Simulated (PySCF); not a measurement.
Basis-set dependence of population analyses: `C[SiH2]C(C)=O`

Species: C3H8OSi.
Geometry (PBE0-D3(BJ)/def2-SVP, Å), atoms numbered from 1 in this order:
```xyz
13
C3H8OSi angstrom
C     -2.2301    0.0208   -0.0468
Si    -0.6364    0.2830    0.8942
C      0.8243   -0.1941   -0.2968
C      2.2359    0.2201    0.0257
O      0.5584   -0.8458   -1.2834
H     -2.3057    0.7408   -0.8755
H     -3.1143    0.1328    0.5979
H     -2.2269   -0.9902   -0.4814
H     -0.4710    1.6925    1.3746
H     -0.5338   -0.6144    2.0899
H      2.9369   -0.2327   -0.6900
H      2.3147    1.3192   -0.0198
H      2.4968   -0.0735    1.0556
```

PBE0 throughout (PySCF), one geometry, spherical d and f functions. Geometry: PBE0-D3(BJ)/def2-SVP, one conformer, isolated molecule. Atoms taken as equivalent share a column and are averaged. The first 7 of 8 kinds of atom are listed.

Mulliken charges (e):

```
      basis  functions      C1     Si2      C3      C4      O5  H6/H7/H8  H9/H10
   pcSseg-0         65  -1.170  +0.864  -0.053  -0.695  -0.446    +0.270  -0.041
    cc-pVDZ        114  -0.261  +0.273  -0.054  -0.060  -0.216    +0.074  -0.053
aug-cc-pVDZ        191  +0.433  -0.116  +0.340  +0.234  -0.560    -0.227  +0.274
   IGLO-III        264  -0.614  +0.715  +0.199  -0.422  -0.400    +0.151  -0.167
    cc-pVTZ        266  -0.379  +0.230  +0.087  -0.276  -0.258    +0.113  -0.036
```

IAO charges (e):

| basis | functions | C1 | Si2 | C3 | C4 | O5 | H6/H7/H8 | H9/H10 |
| --- | --- | --- | --- | --- | --- | --- | --- | --- |
| pcSseg-0 | 65 | -0.702 | +0.558 | +0.117 | -0.478 | -0.339 | +0.168 | -0.080 |
| cc-pVDZ | 114 | -0.701 | +0.658 | +0.160 | -0.469 | -0.379 | +0.161 | -0.115 |
| aug-cc-pVDZ | 191 | -0.714 | +0.663 | +0.170 | -0.477 | -0.404 | +0.165 | -0.114 |
| IGLO-III | 264 | -0.729 | +0.703 | +0.162 | -0.482 | -0.405 | +0.167 | -0.124 |
| cc-pVTZ | 266 | -0.726 | +0.689 | +0.164 | -0.482 | -0.399 | +0.167 | -0.120 |

Hirshfeld charges (e):

| basis | functions | C1 | Si2 | C3 | C4 | O5 | H6/H7/H8 | H9/H10 |
| --- | --- | --- | --- | --- | --- | --- | --- | --- |
| pcSseg-0 | 65 | -0.191 | +0.321 | +0.085 | -0.116 | -0.212 | +0.042 | -0.077 |
| cc-pVDZ | 114 | -0.199 | +0.313 | +0.083 | -0.119 | -0.209 | +0.048 | -0.083 |
| aug-cc-pVDZ | 191 | -0.216 | +0.328 | +0.078 | -0.132 | -0.223 | +0.050 | -0.078 |
| IGLO-III | 264 | -0.212 | +0.325 | +0.081 | -0.133 | -0.226 | +0.049 | -0.076 |
| cc-pVTZ | 266 | -0.210 | +0.320 | +0.082 | -0.128 | -0.220 | +0.050 | -0.080 |

ESP-fitted charges (e):

```tsv
basis	functions	C1	Si2	C3	C4	O5	H6/H7/H8	H9/H10
pcSseg-0	65	-0.759	+0.589	+0.496	-0.621	-0.467	+0.190	-0.155
cc-pVDZ	114	-0.490	+0.393	+0.444	-0.501	-0.410	+0.133	-0.124
aug-cc-pVDZ	191	-0.543	+0.458	+0.493	-0.547	-0.467	+0.144	-0.140
IGLO-III	264	-0.543	+0.460	+0.482	-0.549	-0.461	+0.145	-0.140
cc-pVTZ	266	-0.539	+0.448	+0.468	-0.546	-0.440	+0.144	-0.137
```

Some averages cover members that differ in this geometry, most widely: H6/H7/H8, Mulliken in aug-cc-pVDZ -0.315 to -0.171; H6/H7/H8, ESP-fitted in pcSseg-0 +0.180 to +0.206 e.

Task: Which scheme is steadiest as the basis changes?

Result: Largest range over the bases for any column: Hirshfeld 0.03 e, IAO 0.15 e, ESP-fitted 0.27 e, Mulliken 1.60 e. Hirshfeld charges move least and Mulliken charges most, counted in e.

Task: How much do the charges still move between the two largest bases, IGLO-III and cc-pVTZ?

Result: At most, over all atoms: Mulliken 0.486 e, IAO 0.015 e, Hirshfeld 0.006 e, ESP-fitted 0.021 e.

Task: What do the same runs give for the total energy, the frontier levels and the dipole moment?

Result: 
```tsv
basis	energy (Eh)	HOMO (eV)	LUMO (eV)	μ (D)
pcSseg-0	-482.6902	-6.83	-1.00	2.21
cc-pVDZ	-483.4995	-6.55	-0.76	1.68
aug-cc-pVDZ	-483.5150	-6.78	-1.09	1.97
IGLO-III	-483.5845	-6.79	-1.10	1.97
cc-pVTZ	-483.5745	-6.73	-1.00	1.84
```

The dipole is fixed by the density alone, so its range of 0.53 D shows that the density itself changes with the basis, not only its division among atoms.
